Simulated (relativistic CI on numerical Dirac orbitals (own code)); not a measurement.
Mn⁴⁺ in a cubic cluster: 3s photoemission with charge transfer

Computed with a charge-transfer multiplet model of a cubic metal-ligand cluster with up to 2 ligand holes, Slater and spin-orbit integrals from Dirac-Coulomb-Breit ions, Slater integrals scaled by 0.9. The ground state mixes d3 with configurations of k ligand holes L, whose averages lie at kΔ + k(k − 1)U_dd/2; a core hole lowers each added d electron by U_cd. 20 K, Lorentzian 1.4 eV and Gaussian 0.8 eV FWHM.

Atomic integrals in eV (Slater integrals scaled, ζ unscaled), ground: F2dd 11.113, F4dd 6.992, zeta_d 0.050; with the core hole: F2dd 11.946, F4dd 7.551, zeta_d 0.058, G2cd 11.594.

Cluster parameters (eV): Δ = 2.7, U_dd = 5.7, U_cd = 6.3, 10Dq(ligand) = 1, V(eg) = 2.95, V(t2g) = -1.29, final-state hopping factor = 0.9.

| Case | n_d | d3 | d4L | d5L2 | S |
| --- | --- | --- | --- | --- | --- |
| 10Dq = 1.35 eV | 3.69 | 0.41 | 0.49 | 0.10 | 1.50 |
| 10Dq = 1.95 eV | 3.67 | 0.42 | 0.48 | 0.09 | 1.50 |
| 10Dq = 2.25 eV | 3.66 | 0.43 | 0.48 | 0.09 | 1.50 |

Weights, n_d and S are thermal averages at 20 K. Binding energies count from the first peak over 30 % of the highest in each spectrum, which can be another peak from case to case. The parameters are a model scan and need not match a compound or its usual spin state. Peaks in eV (height, largest 100):
- 10Dq = 1.35 eV: 0.0 (100), 5.6 (32), 11.3 (68), 21.8 (8)
- 10Dq = 1.95 eV: 0.0 (100), 5.5 (30), 8.3 (17), 11.2 (66), 21.7 (8)
- 10Dq = 2.25 eV: 0.0 (100), 5.5 (29), 8.4 (18), 11.1 (65), 21.6 (8)

Curve for 10Dq = 1.35 eV (points under 2 left out, the grid thinned):

```tsv
E (eV)	Intensity
-3.9	4.2
-3.3	5.7
-2.6	8.8
-2.0	14.3
-1.3	30.1
-0.7	63.5
-0.1	99.0
0.6	70.8
1.2	34.6
1.8	18.4
2.5	11.4
3.1	9.4
3.8	10.1
4.4	14.5
5.0	25.0
5.7	31.5
6.3	22.8
7.0	17.7
7.6	17.3
8.2	16.6
8.9	15.0
9.5	16.4
10.1	25.7
10.8	53.5
11.4	67.8
12.1	45.5
12.7	27.6
13.3	17.0
14.0	11.2
14.6	8.5
15.3	5.8
15.9	4.3
16.5	3.5
17.2	3.1
17.8	3.0
18.5	3.0
19.1	3.3
19.7	3.7
20.4	4.4
21.0	5.8
21.6	7.6
22.3	6.7
22.9	4.4
23.6	2.9
24.2	2.1
```

For the case 10Dq = 1.95 eV, Δ = 2.7 eV is smaller than U_dd = 5.7 eV, the charge-transfer side of the Zaanen-Sawatzky-Allen scheme. With the core hole the average of the configuration with one ligand hole lies at Δ − U_cd = -3.6 eV before mixing: the effective hopping of about 5.3 eV (from the holes of the mixed ground state) is comparable with this gap or larger, so the configurations mix strongly.

With at most 2 ligand holes the space is cut while the next configuration still counts, so covalency is underestimated, and a final configuration with one more ligand hole, which can lie low, is missing from the spectra.

Without intra-shell correlation the exchange splitting of the 3s hole comes out too large.
